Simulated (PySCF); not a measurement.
## Calculated NMR parameters of O=C(OC(F)(F)F)[SiH2]F

- Formula: C2H2F4O2Si
- SMILES: O=C(OC(F)(F)F)[SiH2]F
- Point group of the computed structure: C1
- Degrees of unsaturation: 1
- Carbon signals: 2
- Proton signals: 1

Mapped SMILES: `[O:1]=[C:2]([O:3][C:4]([F:5])([F:6])[F:7])[SiH2:8][F:9]`. Each H is labelled by its parent atom.

No relativistic terms, fast rotation and ring inversion assumed for equivalent nuclei, one conformer, gas phase. Structure optimised with GFN2-xTB; σ from GIAO-PBE0/pcSseg-1; PySCF 2.14.

Shifts are taken against calculated references (same method and geometry level): TMS for ¹H (σref 31.72) and ¹³C (σref 186.93) and ²⁹Si (σref 349.16); ¹⁹F (σref 170.95) against CFCl3; H2O for ¹⁷O (σref 336.08).

| carbon | δC, type | δH (multiplicity) | HMBC from (2–3 bonds) | span of the C tensor (ppm) |
| --- | --- | --- | --- | --- |
| C2 | 177.6, C | – | H(Si8) | 192 |
| C4 | 129.0, C | – | – | 8 |

Other nuclei:
```json
{"atoms": "H(Si8)", "nucleus": "¹H", "environment": "hydrogen on a silicon bonded to C, F", "δ (ppm)": "5.21", "σ (ppm)": "26.51"}
{"atoms": "F5/F6/F7", "nucleus": "¹⁹F", "environment": "fluorine of an OCF3 group", "δ (ppm)": "-70.5", "σ (ppm)": "241.4"}
{"atoms": "F9", "nucleus": "¹⁹F", "environment": "fluorine bonded to Si", "δ (ppm)": "-229.1", "σ (ppm)": "400.1"}
{"atoms": "Si8", "nucleus": "²⁹Si", "environment": "silicon bonded to C, F, 2 H", "δ (ppm)": "-17.3", "σ (ppm)": "366.5"}
{"atoms": "O1", "nucleus": "¹⁷O", "environment": "ester carbonyl oxygen", "δ (ppm)": "554.0", "σ (ppm)": "-217.9"}
{"atoms": "O3", "nucleus": "¹⁷O", "environment": "ester alkoxy oxygen", "δ (ppm)": "279.9", "σ (ppm)": "56.2"}
```

1. Carbon types of the structure: 2 × C, leaving 2 H on heteroatoms.
2. δC 177.6: carbonyl carbon.
3. δC 129.0: CF3 carbon; 4 electronegative neighbours deshield it.
4. δH 5.21: hydrogen on a silicon bonded to C, F.

Splittings by ¹⁹F in the carbon and heteronuclear signals aren't shown, as no couplings were computed. Shifts are as computed. Against solution values, carbons near 30 ppm lie about +3 ppm off and those near 130 ppm about +5 ppm. Of 1211 compounds with measured shifts, 218 miss one by over three times the rms of a fit or turn the order of signals round; such compounds aren't used in these exercises. Unscaled 19F shifts against computed CFCl3 carry errors that often reach 10 to 50 ppm. Unscaled 17O shifts of doubly bonded oxygen tend to come out too high, by tens of ppm or more. Experimental scales use liquid or dissolved standards, which lie at an offset from isolated H2O (liquid H2O: subtract about 36 ppm).
